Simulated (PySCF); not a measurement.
Ligands exchanged one at a time, Ga SiH3-H. Gas-phase values, no solvent. Strings in code marks are SMILES.

Calculation: PBE-D3(BJ)/def2-TZVP // PBE0-D3(BJ)/def2-TZVP in PySCF 2.14.0. Excitations are Tamm–Dancoff values on a coarser integration grid. The basis has no diffuse functions, so Rydberg states are missing or too high.

```json
[
 {"species": "0 of 3 SiH3 replaced by H (`[SiH3][Ga]([SiH3])[SiH3]`)", "HOMO–LUMO gap (eV)": "2.90", "S1 oscillator strength": "0.000", "S1 excitation (TDA) (eV)": "3.12"},
 {"species": "1 of 3 SiH3 replaced by H (`[SiH3][GaH][SiH3]`)", "HOMO–LUMO gap (eV)": "3.10", "S1 oscillator strength": "0.000", "S1 excitation (TDA) (eV)": "3.37"},
 {"species": "2 of 3 SiH3 replaced by H (`[SiH3][GaH2]`)", "HOMO–LUMO gap (eV)": "3.63", "S1 oscillator strength": "0.004", "S1 excitation (TDA) (eV)": "3.90"},
 {"species": "3 of 3 SiH3 replaced by H", "HOMO–LUMO gap (eV)": "4.70", "S1 oscillator strength": "–", "S1 excitation (TDA) (eV)": "–"}
]
```
